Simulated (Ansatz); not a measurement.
Stepwise reaction of `[Br][Al]([Br])[Br]` with hydrogen sulfide, as a gas-phase model of exchange steps in deposition or etching. ΔE in kJ/mol; ΔG adds harmonic PBE0-D4 terms to CCSD(T)/CBS, at 1 bar.

Isolated molecules relaxed with PBE0-D4/def2-TZVP in Ansatz; ΔE leaves out vibrations. CCSD(T)/CBS is the MP2 limit (def2-TZVPP, def2-QZVPP) plus CCSD(T) − MP2 in def2-TZVPP, frozen cores. This one scheme is used for every species. Functionals use def2-TZVPP. B3LYP here is the variant with VWN-RPA as its local correlation; programs differ in this. For Br outer-core shells are correlated without core-valence functions, which leaves a few kJ/mol of doubt a bond. Scalar relativity is left out up to krypton. Each species was taken in one conformer, which may not be the lowest.

| step | reaction | PBE-D4 | B3LYP-D4 | ωB97M-V | CCSD(T)/CBS | ΔG(400 K) |
| --- | --- | --- | --- | --- | --- | --- |
| 1 | `[Br][Al]([Br])[Br]` + H₂S → `[SH][Al]([Br])[Br]` + HBr | 35.6 | 40.4 | 41.5 | 43.0 | 38.8 |
| 3 | `[SH][Al]([SH])[Br]` + H₂S → `[SH][Al]([SH])[SH]` + HBr | 44.4 | 49.3 | 50.5 | 51.3 | 45.3 |

Give the row of step 2, `[SH][Al]([Br])[Br]` + H₂S → `[SH][Al]([SH])[Br]` + HBr. (Estimate.)

Computed: 
```
step                                                 reaction  PBE-D4  B3LYP-D4  ωB97M-V  CCSD(T)/CBS  ΔG(400 K)
   2  `[SH][Al]([Br])[Br]` + H₂S → `[SH][Al]([SH])[Br]` + HBr    42.5      47.0     48.5         49.2       51.9
```

By hand: ΔE of the 3 steps together at CCSD(T)/CBS.

(43.0) + (49.2) + (51.3) = 143.5 kJ/mol, or 47.8 kJ/mol a step.

In ΔE each step is higher than the one before. All are uphill at CCSD(T)/CBS. ΔG lies between 38.8 and 51.9 kJ/mol a step. PBE-D4 differs from CCSD(T)/CBS by -7.4 to -6.7 kJ/mol a step. Isolated molecules leave out the surface, adducts and barriers. Largest T1 diagnostic: 0.011.
